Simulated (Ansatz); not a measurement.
`[O]=[W]([OH])([OH])=[S]` + HCl → `[O]=[W]([OH])(=[S])[Cl]` + H₂O  (ligand exchange at a W–O bond)

Gas-phase electronic energies from Ansatz, PBE0-D4/def2-TZVP geometries. CCSD(T)/CBS adds triple-zeta CCSD(T) − MP2 to the extrapolated MP2 energy (def2 sets, frozen cores). This one scheme is used for every species. Functionals use def2-TZVPP. B3LYP here is the variant with VWN-RPA as its local correlation; programs differ in this. HSE06 is defined as in plane-wave codes. Elements past krypton have def2 core potentials. For W outer-core shells are correlated without core-valence functions, which leaves a few kJ/mol of doubt a bond. One conformer a species, not always the lowest.

```csv
level,ΔE (kJ/mol),difference from CCSD(T)/CBS
PBE-D4,-26.2,5.2
BLYP-D4,-22.5,8.9
r2SCAN-D4,-24.0,7.4
B97M-V,-24.0,7.4
B3LYP-D4,-23.9,7.5
r2SCANh-D4,-24.9,6.5
r2SCAN0-D4,-26.0,5.4
HSE06-D4,-28.2,3.2
BHLYP-D4,-24.8,6.6
CAM-B3LYP-D4,-16.9,14.5
ωB97X-V,-18.4,13.0
ωB97M-V,-21.9,9.5
B2PLYP,-28.3,3.1
PBE-QIDH,-33.3,-1.9
PBE,-24.4,7.0
BLYP,-19.3,12.1
r2SCAN,-23.6,7.8
PBE0,-26.1,5.3
B3LYP,-20.8,10.6
r2SCANh,-24.5,6.9
r2SCAN0,-25.5,5.9
HSE06,-26.5,4.9
BHLYP,-20.6,10.8
CAM-B3LYP,-15.0,16.4
LC-ωPBE,-15.1,16.3
HF/def2-SVP,-15.4,16.0
MP2/def2-SVP,-33.3,-1.9
CCSD/def2-SVP,-18.0,13.4
CCSD(T)/def2-SVP,-19.9,11.5
HF/def2-TZVPP,-16.4,15.0
MP2/def2-TZVPP,-44.0,-12.6
SCS-MP2/def2-TZVPP,-36.7,-5.3
CCSD/def2-TZVPP,-23.2,8.2
CCSD(T)/def2-TZVPP,-27.0,4.4
HF/def2-QZVPP,-17.4,14.0
MP2/def2-QZVPP,-46.9,-15.5
SCS-MP2/def2-QZVPP,-39.4,-8.0
HF/CBS(def2),-17.6,13.8
MP2/CBS(def2),-48.5,-17.1
CCSD/CBS(def2),-27.7,3.7
CCSD(T)/CBS,-31.4,0
```

Largest T1 diagnostic among the species: 0.023, so the coupled-cluster value is less sure than usual.

At CCSD(T), def2-SVP lies +11.5 kJ/mol from the extrapolated value and def2-TZVPP +4.4 kJ/mol. Leaving LDA and LC-ωPBE aside and taking each functional with its dispersion term where it has one, the values spread over 16.4 kJ/mol, from PBE-QIDH to CAM-B3LYP-D4. LDA lies +3.6 kJ/mol from PBE without D4. The D4 term adds −3.1 kJ/mol with B3LYP and −1.7 kJ/mol with PBE0; it sums over pairs of atoms, weighted by their polarisabilities, and B3LYP, whose exchange is more repulsive, gets the larger term.
